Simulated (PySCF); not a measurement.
A PySCF run on As2

State: ¹Σg⁺ (singlet), closed shell.

An equivalent input (the run itself took its basis sets from the Basis Set Exchange, started from a PBE0 density and held the occupation σ 9α 9β, πx 5α 5β, πy 5α 5β, δx 2α 2β, δy 2α 2β):

```python
from pyscf import gto, dft
mol = gto.M(atom='As 0 0 0; As 0 0 2.088', basis={'As': 'cc-pVTZ-PP'}, ecp={'As': 'cc-pVTZ-PP'},
            charge=0, spin=0, verbose=4, symmetry='C2v')
mf = dft.UKS(mol, xc='PBE0')
mf.grids.atom_grid = (80, 434)
mf.grids.prune = dft.gen_grid.treutler_prune
mf.irrep_nelec = {'A1': (11, 11), 'A2': (2, 2), 'B1': (5, 5), 'B2': (5, 5)}
mf.conv_tol = 1e-9
mf.max_cycle = 60
mf.diis_space = 10
mf.kernel()
```

The log (some set-up lines and the per-cycle HOMO/LUMO lines removed):

```
******** <class 'pyscf.dft.uks_symm.SymAdaptedUKS'> ********
method = SymAdaptedUKS
damping factor = 0
level_shift factor = 0
DIIS = <class 'pyscf.scf.diis.CDIIS'>
diis_start_cycle = 1
diis_space = 10
diis_damp = 0
SCF conv_tol = 1e-09
SCF conv_tol_grad = None
SCF max_cycles = 60
number electrons alpha = 23  beta = 23
Set gradient conv threshold to 3.16228e-05
init E= -664.872747935279
cycle= 1 E= -664.903705342783  delta_E= -0.031  |g|= 0.026  |ddm|= 0.115
cycle= 2 E= -664.903878221514  delta_E= -0.000173  |g|= 0.0239  |ddm|= 0.098
cycle= 3 E= -664.90423847861  delta_E= -0.00036  |g|= 0.00232  |ddm|= 0.036
cycle= 4 E= -664.904237414798  delta_E= 1.06e-06  |g|= 0.00201  |ddm|= 0.00476
cycle= 5 E= -664.904240195716  delta_E= -2.78e-06  |g|= 0.000621  |ddm|= 0.00352
cycle= 6 E= -664.904240470004  delta_E= -2.74e-07  |g|= 3.51e-05  |ddm|= 0.000915
cycle= 7 E= -664.904240470484  delta_E= -4.8e-10  |g|= 2.28e-06  |ddm|= 7.27e-05
Extra cycle  E= -664.904240470485  delta_E= -1.36e-12  |g|= 1.5e-06  |ddm|= 8.22e-06
converged SCF energy = -664.904240470485  <S^2> = -1.4210855e-14  2S+1 = 1
```

Repeating this along the bond gives Re = 2.087 Å and ωe = 462 cm⁻¹.

A point of this curve took 1.7 CPU seconds beside 1.4 for the integrals, on Intel Xeon 6975P-C (shared host).
